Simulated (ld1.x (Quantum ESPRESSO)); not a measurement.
**What the settings do to the RRKJ potential of indium**

Base potential:

- Element: In
- Generator: ld1.x (Quantum ESPRESSO) 7.5
- Type: norm-conserving RRKJ (Kleinman–Bylander form)
- Functional: PBE
- Relativity: fully relativistic
- Frozen core: [Ar] 3d10
- Valence charge: 21
- Reference configuration: 4s2 4p6 4d10 5s2 5p0 (charge +1)
- Partial waves: 4p (bound): rc 1.30 bohr; 4d (bound): rc 1.75 bohr; 4f channel at 0.3 Ry: rc 1.60 bohr; 4s (bound): rc 0.90 bohr
- Local potential: the s channel
- Core correction: Bessel-smoothed model core, default radius (core density twice the valence density)
- rho0: 0.02

Open shells are filled in proportion to 2j + 1 (rel_dist='average').

Occupied shells without a wave of their own: 5s. They enter only through the test configuration that unscreens the potential, and ld1.x also counts them in the model core charge.

Cutoffs, loose and tight: the cutoffs (Ry, on a coarse ladder) from which the occupation-weighted sum of valence levels, in a spherical-Bessel basis at the reference potential, stays within 10 and 1 mRy of its value at 400 Ry. They do not see the model core or the augmentation charge, which bear on the density cutoff. Test errors are all-electron minus pseudo excitation energies from the reference, over the configurations 4s2 4p6 4d10 5s2 5p1; 4s2 4p6 4d10 5s1 5p0; 4s2 4p6 4d10 5s0 5p0; 4s2 4p6 4d10 5s2 5p0.5; 4s2 4p6 4d9 5s0 5p0; 4s2 4p6 4d10 5s1 5p2; 4s2 4p6 4d9 5s2 5p1. A dash means not determined; rows that change the core or the reference have their own tests. The largest error is taken over the tests solved by every variant that gives reliable tests at all: 4s2 4p6 4d10 5s0 5p0; 4s2 4p6 4d10 5s1 5p0; 4s2 4p6 4d9 5s0 5p0.

With those shells counted twice in exchange and correlation these files are broken, and their errors move erratically; no question is asked of them.

Cutoffs are not given where the Bessel-basis levels miss the radial ones by over 6 mRy, ghosts where they miss by over 20 mRy; a channel whose overlap is not positive is not tested.

| change | outcome | cutoff, loose | cutoff, tight | bound ghosts | largest test error (meV) |
| --- | --- | --- | --- | --- | --- |
| base | generated, misses its reference levels by 0.16 eV | – | – | not determined | -1289 |
| all radii but the core radius scaled by about 0.79 (s 0.72, p 1.02, d 1.38, f 1.26 bohr) | generated, misses its reference levels by 0.26 eV | – | – | not determined | -1654 |
| all radii but the core radius scaled by about 0.86 (s 0.78, p 1.12, d 1.50, f 1.38 bohr) | generated, misses its reference levels by 0.18 eV | – | – | not determined | -1348 |
| all radii but the core radius scaled by about 0.95 (s 0.86, p 1.24, d 1.66, f 1.52 bohr) | generated, misses its reference levels by 0.16 eV | – | – | not determined | -1262 |
| all radii but the core radius scaled by about 1.03 (s 0.94, p 1.34, d 1.80, f 1.66 bohr) | generated, misses its reference levels by 0.20 eV | – | – | none | -1423 |
| all radii but the core radius scaled by about 1.12 (s 1.00, p 1.46, d 1.96, f 1.80 bohr) | generated, misses its reference levels by 0.32 eV | – | – | none | -1874 |
| all radii but the core radius scaled by about 1.21 (s 1.10, p 1.58, d 2.12, f 1.94 bohr) | generated, misses its reference levels by 0.56 eV | 140 Ry | 230 Ry | none | -2781 |
| all radii but the core radius scaled by about 1.28 (s 1.14, p 1.66, d 2.24, f 2.04 bohr) | generated, misses its reference levels by 0.82 eV | 120 Ry | 200 Ry | none | -3755 |
| all radii but the core radius scaled by about 1.37 (s 1.24, p 1.78, d 2.40, f 2.18 bohr) | generated, misses its reference levels by 1.42 eV | 110 Ry | 180 Ry | none | -5982 |

Reading the sweep of the scale of all radii but the core radius (base = 1) (base included, trends over the rows without a ghost): The median size of the test errors (rows with all tests solved) rises from 297.3 meV at 1.03 to 1024.1 meV at 1.37. More of the atom is replaced by a form fitted at one configuration, so other configurations suffer as the radius grows.
